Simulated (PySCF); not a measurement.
C₃H₇FSi, SMILES C1[C@H]([SiH3])[C@H]1F.

The structure is a stationary point at B3LYP-D3(BJ)/def2-SVP. The structure was generated by enumeration; whether it is a known compound was not checked.

Two levels are set side by side: TDA-PBE/def2-SVPD (PySCF) and TDA-M06-2X/def2-SVPD (PySCF). Vertical, same geometry. The lowest singlet is HOMO→LUMO 99 % with PBE and HOMO→LUMO 64 %, HOMO→LUMO+1 27 % with the other functional; states are paired by order. Differences are taken from unrounded values.

| quantity | TDA-M06-2X |
|---|---|
| lowest singlet excitation (eV) | 7.85 |
| lowest triplet excitation (TDA) (eV) | 7.66 |
| first bright state (f over 0.05) (eV) | 8.64 |
| its oscillator strength | 0.13 |

Task: What does TDA-PBE give, and how far is it from TDA-M06-2X? (Estimate from the structure and the level; the computed values follow.)

Result: 
| quantity | TDA-PBE | TDA-PBE minus TDA-M06-2X |
|---|---|---|
| lowest singlet excitation (eV) | 6.67 | -1.18 |
| lowest triplet excitation (TDA) (eV) | 6.51 | -1.15 |
| first bright state (f over 0.05) (eV) | 7.66 | -0.99 |
| its oscillator strength | 0.08 | -0.05 |

A lower first singlet is the usual sign of a functional without exact exchange. Differences between two approximate levels are no errors against the true value.

Rough cost on one machine, each run with all the roots and properties that it gave: TDA-M06-2X against TDA-PBE about 8 times.
